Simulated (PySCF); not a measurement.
SMILES CCO[Si](C)(O)OC (GFN2-xTB optimised geometry):

```
20

C      1.914    -1.379     0.472
C      0.502    -1.913     0.288
O     -0.366    -0.845     0.000
Si    -1.988    -0.845     0.000
C     -2.680    -1.831    -1.478
O     -2.523    -1.463     1.410
O     -2.480     0.705     0.000
C     -2.189     1.691    -0.948
H      1.934    -0.663     1.289
H      2.244    -0.879    -0.435
H      2.594    -2.197     0.696
H      0.161    -2.420     1.197
H      0.471    -2.634    -0.538
H     -2.202    -1.541    -2.410
H     -2.523    -2.898    -1.353
H     -3.748    -1.674    -1.600
H     -3.361    -1.170     1.755
H     -1.111     1.786    -1.089
H     -2.651     1.449    -1.908
H     -2.594     2.634    -0.580
```

Computed with B3LYP/def2-SVP (PySCF).

**Question.** What are the frontier orbital energies and the dipole moment?

**Answer.** HOMO-2 -8.02 eV, HOMO-1 -7.63 eV, HOMO -7.53 eV, LUMO 1.20 eV, LUMO+1 1.84 eV; dipole moment 1.05 D.

On the same geometry PBE/def2-SVP run with PySCF gives HOMO-2 -6.63 eV, HOMO-1 -6.27 eV, HOMO -6.21 eV, LUMO 0.66 eV, LUMO+1 1.27 eV; dipole moment 0.97 D.

Meta-Löwdin charges at B3LYP/def2-SVP: C1 -0.28, C2 0.06, O3 -0.62, Si4 1.42, C5 -0.58, O6 -0.72, O7 -0.61, C8 -0.06, H9 0.10, H10 0.10, H11 0.10, H12 0.09, H13 0.08, H14 0.11, H15 0.11, H16 0.11, H17 0.33, H18 0.09, H19 0.08, H20 0.10.
